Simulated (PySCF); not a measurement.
# Where the electron goes

Compound: C₂H₁₀Si₃.
Geometry (GFN2-xTB, Å), atoms numbered from 1 in this order:
```
atom  x, y, z in Å
C1    -2.340   -0.638    2.169
C2    -2.097   -0.077    0.995
Si3   -0.474    0.732    0.491
Si4    0.617   -0.518   -1.136
Si5    2.635    0.329   -1.886
H6    -3.279   -1.113    2.408
H7    -1.601   -0.641    2.955
H8    -2.878   -0.106    0.244
H9     0.332    0.914    1.706
H10   -0.813    2.080    0.004
H11    0.812   -1.896   -0.651
H12   -0.286   -0.705   -2.286
H13    2.480    1.674   -2.447
H14    3.609    0.448   -0.798
H15    3.280   -0.476   -2.926
```

Computed, not measured: PySCF 2.14.0, density-fitted response routines, TDDFT CAM-B3LYP/def2-SVPD, vertical, gas phase, core orbitals frozen in the response.

Frontier orbitals with the atoms that hold most of them (Löwdin shares over 4%, at most four atoms; ? is withheld):

```json
{"orbital": "HOMO-3", "ε (eV)": "-10.64", "atoms": "C2 25%, Si3 21%, H9 12%, C1 11%"}
{"orbital": "HOMO-2", "ε (eV)": "-10.23", "atoms": "Si4 26%, Si3 14%, Si5 12%, C2 10%"}
{"orbital": "HOMO-1", "ε (eV)": "-9.78", "atoms": "C2 20%, Si5 17%, Si4 17%, C1 13%"}
{"orbital": "HOMO", "ε (eV)": "-8.93", "atoms": "?"}
{"orbital": "LUMO", "ε (eV)": "?", "atoms": "?"}
{"orbital": "LUMO+1", "ε (eV)": "0.94", "atoms": "Si5 24%, Si4 17%, Si3 14%, C2 7%"}
{"orbital": "LUMO+2", "ε (eV)": "1.14", "atoms": "Si3 24%, Si4 19%, Si5 10%, C1 8%"}
```

Give the leading atoms of the HOMO.

C1 (bonded to C and 2 H) 22%; C2 (bonded to C, Si and H) 22%; Si4 (bonded to 2 Si and 2 H) 18%; Si3 (bonded to C, Si and 2 H) 14%. By element: carbon 43%, silicon 33% or more.

Give the leading atoms of the LUMO.

C1 (bonded to C and 2 H) 22%; C2 (bonded to C, Si and H) 20%; Si4 (bonded to 2 Si and 2 H) 13%; Si3 (bonded to C, Si and 2 H) 13%. By element: carbon 42%, silicon 26% or more.

What is the LUMO energy, and the HOMO–LUMO gap?

ε(LUMO) = 0.37 eV; the gap is 9.30 eV (0.3418 hartree).

The HOMO–LUMO gap is 9.30 eV. Where does the response calculation put the lowest singlet, and from which orbitals?

S1 is at 6.42 eV (f = 0.445), 2.88 eV below the gap, made of HOMO→LUMO (72%). Without the coupling terms of the response equations the lowest excitation would equal the gap.

Next come S2 at 6.83 eV (f 0.091), HOMO-1→LUMO (34%), HOMO-3→LUMO (21%), HOMO→LUMO (14%); S3 at 6.93 eV (f 0.0009), HOMO→LUMO+3 (56%), HOMO→LUMO+2 (13%), HOMO→LUMO+1 (10%); S4 at 7.09 eV (f 0.192), HOMO→LUMO+1 (56%), HOMO→LUMO+4 (14%), HOMO→LUMO+3 (8%); S5 at 7.30 eV (f 0.0047), HOMO→LUMO+2 (69%), HOMO→LUMO+3 (8%).

One conformer stands for the species.
